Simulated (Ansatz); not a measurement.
Question: Predict a relaxed structure of (AgH)3 ring (Ag₃H₃), charge 0, singlet, at PBE0-D4/def2-TZVP (Ansatz).

Answer: 
Cartesian coordinates in Å:
```
Ag -0.760 0.125 1.371
H -0.830 -1.648 0.857
Ag 0.118 -1.398 -0.709
H 0.983 -0.162 -1.774
Ag 0.641 1.273 -0.662
H -0.153 1.809 0.917
```
Point group D3h (tolerance 0.1 Å). This is one stationary point.

In the def2 sets Ag takes a core potential; there is no spin–orbit coupling.
